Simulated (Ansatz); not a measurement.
Reactions of BF₂H₄NSi (`FB(F)N[SiH3]`).

Computed with Ansatz on PBE0-D4/def2-TZVP structures; ΔE is electronic, products minus reactants. CCSD(T)/CBS is the MP2 limit (def2-TZVPP, def2-QZVPP) plus CCSD(T) − MP2 in def2-TZVPP, frozen cores. This one scheme is used for every species. For Se outer-core shells are correlated without core-valence functions, which leaves a few kJ/mol of doubt a bond. Scalar relativity is left out up to krypton. One conformer a species, not always the lowest.

(1) Order these by ΔE at CCSD(T)/CBS, lowest first. (Best estimate.)
A. `FB(F)N[SiH3]` + `O[SiH3]` → `O[SiH2]B(F)F` + `N[SiH3]`
B. `FB(F)N[SiH3]` + `C=C[Si](O)(O)O` → `C=C[Si](O)(O)O[SiH3]` + `NB(F)F`
C. `FB(F)N[SiH3]` + H₂ → `FBF` + `N[SiH3]`
D. `FB(F)N[SiH3]` + `CN(C)N` → `CN(C)N[SiH3]` + `NB(F)F`
E. `FB(F)N[SiH3]` + `ClC1=CB1` → `[SiH3]C1=C(Cl)B1` + `NB(F)F`
F. `FB(F)N[SiH3]` + H₂Se → `FB(F)[SeH]` + `N[SiH3]`
G. `FB(F)N[SiH3]` + CH₃NH₂ → `CNB(F)F` + `N[SiH3]`

Largest T1 diagnostic: 0.013, for `O[SiH2]B(F)F`.

## Answers

(1) B (-14.2 kcal/mol), G (-1.6 kcal/mol), D (+3.1 kcal/mol), E (+5.7 kcal/mol), F (+14.6 kcal/mol), C (+21.8 kcal/mol), A (+33.6 kcal/mol).
